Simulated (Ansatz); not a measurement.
# Worked example: GeH2(SH) → GeH(SH) + H

Species: GeH2(SH), doublet; GeH(SH), singlet; H atom, doublet. 

Shapes, held fixed at every level: PBE0-D4/def2-TZVP. Flexible molecules stand in one conformer, not always the lowest. Programs: Ansatz 0.2.0. The zero-point and thermal change to 298 K, harmonic and unscaled (PBE0-D4/def2-TZVP), is -15.3 kJ/mol.

At CCSD(T)/def2-TZVPP; 1 Eh = 2625.50 kJ/mol:

```
 species   energy (Eh)
GeH2(SH)  -2475.114231
 GeH(SH)  -2474.532956
       H     -0.499810
```

**Question.** Work out ΔH(298 K) of the reaction at this level.

**Answer.** 
1. Products less reactants: (-2474.532956) + (-0.499810) − [(-2475.114231)] = 0.081465 Eh = +213.9 kJ/mol.
2. With the thermal change: +213.9 + (-15.3) = +198.6 kJ/mol.

Other levels give +189.9 (B3LYP-D4/def2-TZVPP) to +213.5 kJ/mol (r2SCAN0-D4/def2-TZVPP). No measured value is set beside it here. Open shells run unrestricted unless RO is named. Relativity is left out for Ge unless named. Correlated rows may include outer-core shells of Ge, which these sets cover unevenly.
